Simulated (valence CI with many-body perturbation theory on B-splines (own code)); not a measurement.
# Energy levels of Tb LIII

Calculated by configuration interaction combined with many-body perturbation theory (CI+MBPT): three valence electrons over a frozen Dirac-Fock core [Ne], a basis of 11 s, 11 p, 10 d, 8 f, 5 g, 2 h functions for each j, with the one-electron correlation potential Σ1 (screened to all orders), the two-electron term Σ2, the three-electron term Σ3, Breit, model QED; selected single and double excitations, second order for the rest, scaled by the run's own slope (own B-spline code, finite nucleus).

The last digits are not significant, and no measured levels were compared; by estimate large intervals hold to a few tenths of a per cent, small ones and those within an open d or f shell to about a per cent.

Levels 46 to 90 of 157, with energies above the lowest level, (3s^2 3p1/2) J=1/2. "Leading %" is the weight of the configuration and term that name the level; weights of strongly mixed levels are sums over their largest components and can fall short, so below about 35 % the name and the second component can differ from the true leading terms, or belong to a minority configuration. In the jj column 3d3/2^4 stands for four electrons in 3d with j = 3/2. Lifetimes count E1, E2, E3, M1 and M2 decay at the calculated energies, and are blank where another channel may lead or the interval is too uncertain; long ones can be off by a factor of two.

```
No.  Configuration  Term    J  E (eV)  Leading %                 Leading jj  Lifetime
 46          3p²3d    ²D  3/2   863.9         38   3p1/2 3p3/2 3d3/2 (86 %)    746 fs
 47          3p²3d    ²D  5/2   864.9         28   3p1/2 3p3/2 3d3/2 (82 %)    832 fs
 48          3p²3d    ⁴P  1/2   868.0         34   3p1/2 3p3/2 3d3/2 (88 %)    875 fs
 49          3p²3d    ⁴D  7/2   881.8         46   3p1/2 3p3/2 3d5/2 (98 %)   1.73 ps
 50          3p²3d    ²G  9/2   889.1         58   3p1/2 3p3/2 3d5/2 (93 %)   2.95 ps
 51            3p³   ²P°  3/2   890.6         50             3p3/2^3 (94 %)    481 fs
 52          3s3d²    ⁴F  3/2   891.2         47          3s 3d3/2^2 (48 %)    962 fs
 53          3s3d²    ⁴F  3/2   892.2         33   3p1/2 3p3/2 3d5/2 (56 %)    933 fs
 54          3p²3d    ²D  5/2   894.5         30   3p1/2 3p3/2 3d5/2 (82 %)   1.85 ps
 55          3s3d²    ⁴F  5/2   902.7         53          3s 3d3/2^2 (67 %)    588 fs
 56          3p²3d    ²F  7/2   906.2         49   3p1/2 3p3/2 3d5/2 (80 %)   2.00 ps
 57          3p²3d    ⁴P  5/2   909.3         33   3p1/2 3p3/2 3d5/2 (87 %)   1.20 ps
 58          3p²3d    ²P  1/2   916.6         38   3p1/2 3p3/2 3d5/2 (55 %)   1.31 ps
 59          3s3d²    ⁴P  1/2   919.2         40          3s 3d3/2^2 (56 %)    641 fs
 60          3p²3d    ²D  3/2   920.1         61   3p1/2 3p3/2 3d5/2 (91 %)   1.23 ps
 61          3s3d²    ⁴F  7/2   934.6         89      3s 3d3/2 3d5/2 (86 %)   1.01 ps
 62          3s3d²    ⁴F  5/2   939.5         33      3s 3d3/2 3d5/2 (90 %)    987 fs
 63          3s3d²    ⁴P  3/2   943.7         86      3s 3d3/2 3d5/2 (98 %)   1.06 ps
 64          3s3d²    ⁴F  9/2   947.9         51      3s 3d3/2 3d5/2 (83 %)   1.13 ps
 65          3s3d²    ²F  5/2   956.2         51      3s 3d3/2 3d5/2 (81 %)    808 fs
 66          3s3d²    ²G  7/2   956.3         73      3s 3d3/2 3d5/2 (94 %)   1.29 ps
 67          3s3d²    ²D  3/2   958.8         43      3s 3d3/2 3d5/2 (78 %)    865 fs
 68          3s3d²    ²P  1/2   967.8         58      3s 3d3/2 3d5/2 (74 %)    687 fs
 69          3s3d²    ²G  9/2   982.7         49          3s 3d5/2^2 (87 %)   2.44 ps
 70          3s3d²    ²D  5/2   994.0         52          3s 3d5/2^2 (93 %)   2.06 ps
 71          3s3d²    ²F  7/2   999.5         59          3s 3d5/2^2 (84 %)   2.35 ps
 72          3s3d²    ²P  3/2  1006.0         56          3s 3d5/2^2 (84 %)   1.80 ps
 73          3p3d²   ⁴G°  5/2  1010.8         56       3p1/2 3d3/2^2 (99 %)   4.32 ps
 74          3s3d²    ²S  1/2  1021.3         68          3s 3d5/2^2 (88 %)   1.81 ps
 75          3p3d²   ⁴F°  3/2  1045.7         41       3p1/2 3d3/2^2 (96 %)    717 fs
 76          3p3d²   ⁴D°  1/2  1045.9         44       3p1/2 3d3/2^2 (97 %)   1.27 ps
 77          3p²3d    ²D  3/2  1052.5         38       3p3/2^2 3d3/2 (96 %)    498 fs
 78          3p²3d    ²D  5/2  1058.6         25       3p3/2^2 3d3/2 (89 %)    516 fs
 79          3p²3d    ²P  1/2  1062.3         41       3p3/2^2 3d3/2 (90 %)    478 fs
 80          3p3d²   ⁴G°  7/2  1062.3         61   3p1/2 3d3/2 3d5/2 (98 %)   5.99 ps
 81          3p²3d    ²F  7/2  1064.1         52       3p3/2^2 3d3/2 (94 %)    538 fs
 82          3p3d²   ²D°  5/2  1066.1         26   3p1/2 3d3/2 3d5/2 (99 %)   4.19 ps
 83          3p3d²   ⁴D°  3/2  1072.3         43   3p1/2 3d3/2 3d5/2 (97 %)   3.78 ps
 84          3p3d²   ⁴P°  1/2  1074.4         48  3p1/2 3d3/2 3d5/2 (100 %)   3.99 ps
 85          3p3d²   ²H°  9/2  1076.4         47   3p1/2 3d3/2 3d5/2 (98 %)   5.70 ps
 86          3p²3d    ²D  3/2  1078.9         66       3p3/2^2 3d3/2 (94 %)    526 fs
 87          3p²3d    ⁴F  9/2  1086.3         59       3p3/2^2 3d5/2 (98 %)    849 fs
 88          3p²3d    ²F  7/2  1088.2         52       3p3/2^2 3d5/2 (95 %)    757 fs
 89          3p3d²   ⁴D°  5/2  1094.1         29   3p1/2 3d3/2 3d5/2 (98 %)    958 fs
 90          3p3d²   ²F°  7/2  1098.3         40   3p1/2 3d3/2 3d5/2 (93 %)   1.16 ps
```

Where two levels of one J and parity lie close, their mixing, g and order are uncertain.
